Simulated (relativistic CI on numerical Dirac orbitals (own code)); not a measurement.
# Hyperfine structure of Cd²⁺, mass number 111

Method of calculation: Dirac-Coulomb-Breit CI, orbitals from a KLI potential per configuration, a model potential for QED, valence Slater integrals scaled by 0.85, P86 correlation energy added to each configuration (own radial code, finite nucleus).

Configuration list (outside the closed core [Kr]): 4d10, 4d9 5s, 4d9 5p, 4d9 4f, 4d8 5s2, 4d9 5d, 4d9 6s, 4d9 6p, 4d8 4f2, 4d9 6d, 4d8 5s 5p, 4d9 5f, 4d9 5g, 4d9 6f, 4d9 6g, 4d8 5p2. Levels of other configurations are missing.

Nuclear spin I = 1/2, μ = -0.594 μN (tables of Stone and Pyykkö). The electronic factors are computed for point nuclear moments, without core polarisation; leaving it out makes A of s and p electrons in near-neutral atoms 20 to 40 % too small, and it can dominate for d and f shells.

```tsv
Level	E (cm⁻¹)	A (MHz)
4d9 5s 3D_3	84030.5	-3828
4d9 5s 3D_2	85939.9	913.8
4d9 5s 3D_1	89596.7	2186
4d9 5s 1D_2	92413.0	-4968
4d9 5p 3P°_2	135442.1	-373.7
4d9 5p 3F°_3	138248.4	-1324
4d9 5p 3P°_1	140004.2	-971.5
4d9 5p 3F°_4	140485.6	-753
```

Levels with J = 0, under 50 % of one LS term, or S terms without an open s electron are left out. Small factors come from cancelling terms and can be off by tens of per cent or more.

Correlation outside the listed configurations is missing or only estimated: errors of thousands of cm⁻¹ between configurations and terms are usual at this charge. Rates and lifetimes follow the computed energies and can be off by large factors. The fine structure of a lone outer electron comes out too small, for d and f at times inverted, and misplaced configurations move strength between like terms. 18 of the 28 excited levels that our extract of the measured tables holds in this range could be paired (the sources list more); they are missed by 4039 cm⁻¹ on average and 8061 at most, and levels without a partner can miss by more.

Problem. Give the hyperfine levels of 4d9 5s 3D_3 relative to its centre of gravity.

Solution. With K = F(F + 1) − I(I + 1) − J(J + 1), E = AK/2: F = 5/2: 7655, F = 7/2: -5742 MHz.

LS names give the leading component of a level, which can be under half, so a name can repeat, a term be missing and a line seem to break the LS rules.
